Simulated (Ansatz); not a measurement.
Ga4Sb4H14, a cluster cut from wurtzite GaSb (hydrogen-capped). Charge 0, multiplicity 1. Geometry PBE-D4/def2-SVP.

```xyz
22

Ga   -0.585    1.734   -2.434
Sb    1.916    0.955   -1.567
Ga   -1.763    1.546    1.944
Sb   -1.991    0.505   -0.513
Sb    0.849    0.780    2.391
Ga    2.293   -0.583    0.594
Ga   -2.041   -2.170   -0.642
Sb    0.598   -2.584    0.046
H    -0.563    3.298   -2.230
H    -0.719    0.990   -3.820
H     2.996    2.269   -1.340
H     2.840    0.187   -2.793
H    -1.665    3.121    1.903
H    -2.565    0.703    3.010
H    -3.608    0.918   -0.930
H     1.867    2.089    2.836
H     1.056   -0.099    3.851
H     3.775   -0.962    0.976
H    -2.101   -2.680   -2.134
H    -2.825   -2.798    0.575
H     1.447   -3.552   -1.090
H     0.789   -3.666    1.366
```

In the def2 sets Sb takes a core potential; there is no spin–orbit coupling. Single mean-field runs in def2-TZVP are fitted with def2-universal-jkfit.

Problem. Estimate the orbital energies around the gap (eV) in Ansatz with LDA (SPW92)/def2-TZVP, PBE-D4/def2-TZVP, r2SCAN-D4/def2-TZVP, PBE0-D4/def2-TZVP, ωB97M-V/def2-TZVP.

Solution. 
```
orbital  LDA (SPW92)/def2-TZVP  PBE-D4/def2-TZVP  r2SCAN-D4/def2-TZVP  PBE0-D4/def2-TZVP  ωB97M-V/def2-TZVP
 HOMO−9                  -7.89             -7.81                -8.12              -8.90             -10.98
 HOMO−8                  -7.88             -7.81                -8.12              -8.90             -10.98
 HOMO−7                  -7.52             -7.46                -7.78              -8.67             -10.93
 HOMO−6                  -7.52             -7.46                -7.78              -8.67             -10.93
 HOMO−5                  -7.25             -7.21                -7.53              -8.43             -10.68
 HOMO−4                  -6.72             -6.63                -6.90              -7.62              -9.55
 HOMO−3                  -6.66             -6.52                -6.77              -7.44              -9.30
 HOMO−2                  -6.66             -6.52                -6.77              -7.44              -9.30
 HOMO−1                  -6.20             -6.10                -6.34              -7.04              -8.93
   HOMO                  -6.20             -6.10                -6.34              -7.04              -8.93
   LUMO                  -2.38             -2.22                -2.10              -1.53               0.10
 LUMO+1                  -2.37             -2.22                -2.10              -1.53               0.10
 LUMO+2                  -2.37             -2.13                -1.93              -1.39               0.14
 LUMO+3                  -2.09             -1.94                -1.74              -1.19               0.48
 LUMO+4                  -1.75             -1.52                -1.29              -0.77               0.78
 LUMO+5                  -1.74             -1.52                -1.28              -0.77               0.78
```
